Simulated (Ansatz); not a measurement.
C$_{3}$H$_{8}$ClSi (SMILES [CH2][Si](C)(C)Cl), doublet, at a GFN2-xTB geometry; CCSD(T)/6-31G** (Ansatz, a program for electronic structure).

Here is a job for Ansatz.
Ansatz 0.2 input:
```yaml
crystal:
  periodic: [false, false, false]
  atoms:
    - {symbol: C, position_ang: [-0.70584325, 1.70340527, -0.82508452]}
    - {symbol: Si, position_ang: [-0.09463673, 0.04094741, -0.30697374]}
    - {symbol: C, position_ang: [1.45040532, -0.48913705, -1.30131529]}
    - {symbol: C, position_ang: [-1.43449923, -1.30658142, -0.52096936]}
    - {symbol: Cl, position_ang: [0.41693889, 0.12177942, 1.66897369]}
    - {symbol: H, position_ang: [-0.76081437, 2.54021788, -0.15171481]}
    - {symbol: H, position_ang: [-1.03515054, 1.90823411, -1.82795246]}
    - {symbol: H, position_ang: [2.27077492, 0.20649700, -1.15373599]}
    - {symbol: H, position_ang: [1.79263419, -1.47424205, -0.99730754]}
    - {symbol: H, position_ang: [1.23235521, -0.52517622, -2.36360615]}
    - {symbol: H, position_ang: [-1.05909208, -2.28228528, -0.22593610]}
    - {symbol: H, position_ang: [-2.30914169, -1.09123296, 0.08509850]}
    - {symbol: H, position_ang: [-1.75498966, -1.37164729, -1.55555086]}
basis:
  gaussian:
    orbitals: 6-31G__.json
magnetization: {spin_polarized: true, initial_magnetization: 1}
correlation: {method: ccsd_t, diis_vectors: 4}
```
The basis file holds 6-31G** in the JSON format of the Basis Set Exchange.

Question: What does Ansatz print? Leave out banner, timings and long lists.

Answer: 
```
Functional definition: HF
1181 factors; integrals over basis functions are off by at most 1.4e-3 eV
mean field evaluation 1: about -23581.8671 eV, gradient 2.1e1 eV
mean field evaluation 2: about -23581.9245 eV, gradient 2.1e1 eV
mean field evaluation 4: about -23584.5346 eV, gradient 2.1e0 eV
mean field evaluation 8: about -23584.5777 eV, gradient 2.7e-1 eV
mean field evaluation 16: about -23581.8679 eV, gradient 2.1e1 eV
mean field -23584.57917123 eV, -866.7172983407 hartree, gradient 2.6e-6 eV, S^2 0.759924; 0 other end points of the search recorded, 0 dependent functions left out
13 core orbitals not correlated
reference -23584.57917123 eV, -866.7172983407 hartree; 16, 15 occupied and 94, 95 virtual orbitals, 1181 factors
second order -17.00353021 eV of doubles, -0.00000000 eV of singles
cycle   1  -18.31946180 eV  change    -1.3e0 eV  update   8.1e-2
cycle   2  -18.76730088 eV  change   -4.5e-1 eV  update   2.5e-2
cycle   3  -18.83400121 eV  change   -6.7e-2 eV  update   9.8e-3
cycle   4  -18.83435114 eV  change   -3.5e-4 eV  update   3.5e-3
cycle   5  -18.83404009 eV  change    3.1e-4 eV  update   1.6e-3
cycle   6  -18.83387180 eV  change    1.7e-4 eV  update   5.7e-4
cycle   7  -18.83419099 eV  change   -3.2e-4 eV  update   2.7e-4
cycle   8  -18.83429153 eV  change   -1.0e-4 eV  update   1.0e-4
cycle   9  -18.83438940 eV  change   -9.8e-5 eV  update   4.8e-5
cycle  10  -18.83440281 eV  change   -1.3e-5 eV  update   2.0e-5
perturbative correction -0.49937414 eV, -0.0183516613 hartree
Total energy: -23603.91294818 eV, -867.4278015387 hartree
```
